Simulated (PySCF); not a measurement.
Working out the ionisation energy of Zn⁺

Zn⁺ [Ar] 3d10 4s1 (2S) → Zn²⁺ [Ar] 3d10 (1S). Calculation: PySCF 2.14, in def2-SVP (5s3p2d1f, 31 functions); no relativity, point nucleus. Frozen: [Ar]. Energies in hartree (1 hartree = 27.21139 eV):

```json
{"part": "UHF", "Zn⁺ (lower)": "-1777.285125", "Zn²⁺ (upper)": "-1776.681259"}
{"part": "CCSD correlation", "Zn⁺ (lower)": "-0.239125", "Zn²⁺ (upper)": "-0.227240"}
{"part": "(T)", "Zn⁺ (lower)": "-0.006127", "Zn²⁺ (upper)": "-0.005334"}
```

Q: What does Hartree-Fock give?

A: (-1776.681259) − (-1777.285125) = 0.603866 hartree = 16.432 eV.

Q: What do CCSD and CCSD(T) give?

A: The CCSD correlation energies differ by 0.011885 hartree = 0.323 eV and the triples by 0.000793 hartree = 0.022 eV, so CCSD gives 16.755 eV and CCSD(T) 16.777 eV.

Measured between the centres of the two terms (NIST): 17.964 eV, so CCSD(T) (valence) is off by -1.187 eV.

The calculation is non-relativistic.

A double-zeta basis recovers only part of the correlation energy.

What remains against the reference includes basis incompleteness, the frozen core and higher excitations.
